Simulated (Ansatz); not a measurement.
System: SnCl$_{2}$ (charge -1, doublet). SMILES of the parent species: [Cl][Sn][Cl]
Geometry from a B3LYP-D3(BJ)/def2-TZVP (Ansatz, a quantum-chemistry and plane-wave program) optimisation:
```xyz
3

Sn     0.0038    -0.0076     0.6641
Cl     1.2529     1.4772    -0.9670
Cl    -1.2640    -1.4548    -0.9862
```
Charge -1, spin multiplicity 2.

Parts of the frozen-core correlation energy in def2-TZVPP (Ansatz, hartree). Frozen orbitals: 19; correlated occupied orbitals by spin: 10 and 9; virtual: 105 and 106. Open shells are spin-unrestricted. No spin-orbit coupling. Past Kr the def2 sets carry scalar-relativistic core potentials.

```json
[
 {"term": "reference (HF)", "value": "-1132.54179"},
 {"term": "MP2 opposite-spin", "value": "…"},
 {"term": "MP2 same-spin", "value": "-0.11454"},
 {"term": "CCSD correlation", "value": "…"},
 {"term": "(T)", "value": "…"},
 {"term": "T1 diagnostic", "value": "0.013"},
 {"term": "largest doubles amplitude", "value": "0.039"},
 {"term": "<S^2> of the reference", "value": "0.771"}
]
```

### Question
Fill in the missing entries.

### Answer

- MP2 opposite-spin, value: -0.34166
- CCSD correlation, value: -0.49564
- (T), value: -0.02122
